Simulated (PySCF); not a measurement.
# Bond length, frequency and bond energy of Cu₂ by level of theory

State: ¹Σg⁺ (singlet), closed shell. Set-up: PySCF, spin-free X2C with a Gaussian nucleus, basis sets Cu x2c-TZVPPall. De refers to Cu (3d10 4s1) + Cu (3d10 4s1) in their ground configurations, without counterpoise correction.

| Level | Re (Å) | ωe (cm⁻¹) | De (eV) |
| --- | --- | --- | --- |
| RHF-MP2 | 2.211 | 287 | n/a |
| RHF-SCS-MP2 | 2.237 | 272 | n/a |
| PBE | 2.231 | 268 | 2.24 |
| revPBE | 2.253 | 259 | 2.02 |
| BP86 | 2.223 | 271 | 2.22 |
| r²SCAN | 2.193 | 282 | 2.18 |
| M06-L | 2.228 | 268 | 2.36 |
| PBE0 | 2.248 | 258 | 1.89 |
| HSE06 | 2.244 | 261 | 1.90 |
| B2PLYP | 2.238 | 267 | 1.97 |

Q: What does the step from GGA to meta-GGA do here, going from PBE to r²SCAN?

A: r²SCAN less PBE: -3.8 pm in Re, +5.2 % in ωe, -0.06 eV in De. 

Correlated steps freeze 10 core orbitals. Closed-shell solutions of metal pairs were not tested for spin polarisation, which can lower them a little. B2PLYP dipoles, levels and charges come from its SCF part alone.
